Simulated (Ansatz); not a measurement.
```yaml
crystal:
  periodic: [false, false, false]
  atoms:
    - {symbol: B, position_ang: [-2.440837, 4.516538, -1.176837]}
    - {symbol: Al, position_ang: [-0.241062, 0.529379, -0.413591]}
    - {symbol: Si, position_ang: [1.909557, -3.635723, 1.700193]}
    - {symbol: S, position_ang: [1.976206, -2.849518, -3.032803]}
    - {symbol: H, position_ang: [-5.041801, 4.592863, -1.565239]}
    - {symbol: H, position_ang: [-1.160634, 6.814788, -1.156029]}
    - {symbol: H, position_ang: [4.904473, -3.731081, 3.010713]}
    - {symbol: H, position_ang: [0.296940, -6.363084, 2.510836]}
basis:
  gaussian: {orbitals: def2-SVPD, final_grid: {core_spheres: 8, valence_spheres: 7, degree: 23}}
hamiltonian: {xc: {name: revPBE}}
output: {forces: true}
```

```sh
$ ansatz run in.yaml --threads 2 --pin off --events-out ev --progress --plain --max-ram 4352MiB
```

It prints (some lines left out):

```
Functional definition: revPBE
1142 factors; their error is unknown
mean field evaluation 1: about -25983.1478 eV, gradient 5.4e1 eV
mean field evaluation 2: about -25544.8329 eV, gradient 1.6e2 eV
mean field evaluation 4: about -25726.0577 eV, gradient 1.4e2 eV
mean field evaluation 8: about -26013.7092 eV, gradient 4.1e0 eV
mean field evaluation 16: about -26014.0459 eV, gradient 1.7e0 eV
mean field evaluation 32: about -26014.1495 eV, gradient 2.1e-3 eV
mean field evaluation 160: about -26014.1791 eV, gradient 6.0e-2 eV
mean field -26014.17906576 eV, -956.0034476227 hartree, gradient 2.9e-6 eV, S^2 0.000000; 20 other end points of the search recorded, 0 dependent functions left out
reference -26014.17915448 eV, -956.0034508831 hartree; 26, 26 occupied and 101, 101 virtual orbitals, 1142 factors
Total energy: -26014.17915448 eV, -956.0034508831 hartree
Atom 0 at    -2.440837     4.516538    -1.176837 Å, force    -0.631529     1.127852    -0.179453 eV/Å
Atom 1 at    -0.241062     0.529379    -0.413591 Å, force     0.173734    -0.237803    -0.232691 eV/Å
Atom 2 at     1.909557    -3.635723     1.700193 Å, force     0.402787    -0.844535     0.426222 eV/Å
Atom 3 at     1.976206    -2.849518    -3.032803 Å, force    -0.201443     0.246487     0.536530 eV/Å
Atom 4 at    -5.041801     4.592863    -1.565239 Å, force     1.334497    -0.054379     0.203021 eV/Å
Atom 5 at    -1.160634     6.814788    -1.156029 Å, force    -0.643142    -1.187863    -0.005474 eV/Å
Atom 6 at     4.904473    -3.731081     3.010713 Å, force    -1.007932     0.020864    -0.456411 eV/Å
Atom 7 at     0.296940    -6.363084     2.510836 Å, force     0.573028     0.929377    -0.291744 eV/Å
Dipole moment:    -0.520317     0.808558     0.682122 e Å
```

In this input the geometry is stretched to more than twice its size. The run converged. The result belongs to that input, not to the molecule as meant.
